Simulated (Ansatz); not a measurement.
A nudged elastic band was laid between two geometries of CH8Al2OSi (13 atoms, charge 0, multiplicity 1).

All numbers below come from RKS revPBE/6-31G in Ansatz 0.2.0.

```json
{
  "movable images": "9",
  "climbing image": "yes",
  "spring": "5.0 eV/Å²",
  "optimiser": "quadratic models (default)",
  "start path": "through a guess of the saddle point",
  "force threshold": "0.03 eV/Å",
  "iteration limit": "22",
  "end points": "relaxed"
}
```

First end point:

```xyz
13
Properties=species:S:1:pos:R:3
C -1.979 -0.421 0.375
Si -0.231 0.230 -0.197
O 1.028 -1.102 0.372
Al 1.296 -1.238 -1.541
Al 0.503 2.417 0.688
H -2.172 -1.417 -0.055
H -2.061 -0.476 1.474
H -2.752 0.277 0.005
H 1.368 -1.363 1.250
H 2.736 -0.648 -2.001
H 0.678 -2.615 -2.138
H -0.302 3.772 0.281
H 1.908 2.550 1.502
```

Last end point:

```xyz
13
Properties=species:S:1:pos:R:3
C -1.972 -0.413 0.383
Si -0.223 0.244 -0.179
O 1.027 -1.130 0.301
Al 1.256 -1.180 -1.621
Al 0.541 2.380 0.802
H -2.048 -0.511 1.479
H -2.741 0.307 0.047
H -2.178 -1.389 -0.085
H 1.367 -1.451 1.159
H 2.700 -0.601 -2.080
H 0.600 -2.517 -2.266
H -0.268 3.755 0.481
H 1.961 2.470 1.593
```

Task: What changes between the two ends?

Result: No bond is made or broken. The dihedral H6–C1–Si2–Al4 goes from -5 to 118°. The two ends are copies of one structure, up to a mirror image or an exchange of like atoms.

Task: Give the energies along the band, and the barrier.

Result: The run ended unconverged. The highest image is number 5 of 0 to 10, 60.0 kJ/mol above the ends, which have the same energy within 2 meV. The band didn't meet its force threshold, so its energies are provisional: the largest band force was still 0.17 eV/Å, and over the last iterations the top stayed at 0.63 eV. Limits of this set-up: no polarisation functions.

| image | path coordinate (Å) | energy (kJ/mol) | dihedral H6–C1–Si2–Al4 (°) |
| --- | --- | --- | --- |
| 0 | 0.00 | 0.0 | -5 |
| 1 | 0.76 | 1.3 | 20 |
| 2 | 1.53 | 3.5 | 45 |
| 3 | 2.29 | 21.4 | 69 |
| 4 | 3.05 | 55.9 | 85 |
| 5 | 3.80 | 60.0 | 112 |
| 6 | 4.34 | 57.4 | 129 |
| 7 | 4.88 | 47.9 | 123 |
| 8 | 5.43 | 18.6 | 113 |
| 9 | 5.98 | 1.5 | 108 |
| 10 | 6.52 | 0.0 | 118 |

Time of the run: 15 min on 1 CPU thread of a shared host.
